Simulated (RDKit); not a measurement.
RDKit input (UFF):

```python
from rdkit import Chem
from rdkit.Chem import AllChem, rdDetermineBonds

mol = Chem.MolFromXYZFile('mol.xyz')
rdDetermineBonds.DetermineBonds(mol, charge=1)
print('SMILES', Chem.MolToSmiles(Chem.RemoveHs(mol)))
ff = AllChem.UFFGetMoleculeForceField(mol)
e0 = ff.CalcEnergy()
flag = ff.Minimize(maxIts=5000, forceTol=1e-5)
print(f'energy {e0:.4f} -> {ff.CalcEnergy():.4f} kcal/mol, converged: {flag == 0}')
print(Chem.MolToXYZBlock(mol))
```
mol.xyz:
```
6

C      1.40089610    -0.12771822    -0.08619572
C      0.22142190    -0.01764924    -0.01156384
O     -1.12368377     0.14763239     0.10582275
H      2.46176120    -0.23306503    -0.15847468
H     -1.61110123    -0.55826995     0.59022957
H     -1.59509782     0.48248062    -0.69177949
```

Output:

```
SMILES C#C[OH2+]
energy 3.3303 -> -0.1781 kcal/mol, converged: True
6

C      1.437161   -0.091616   -0.056358
C      0.232216   -0.058587   -0.044648
O     -1.132746   -0.021171   -0.031384
H      2.495062   -0.120615   -0.066638
H     -1.647287   -0.559962    0.653750
H     -1.630209    0.545361   -0.706684
```

The dipole moment of an ion depends on the origin.

The geometry given is a B3LYP-D3(BJ)/def2-TZVP minimum.
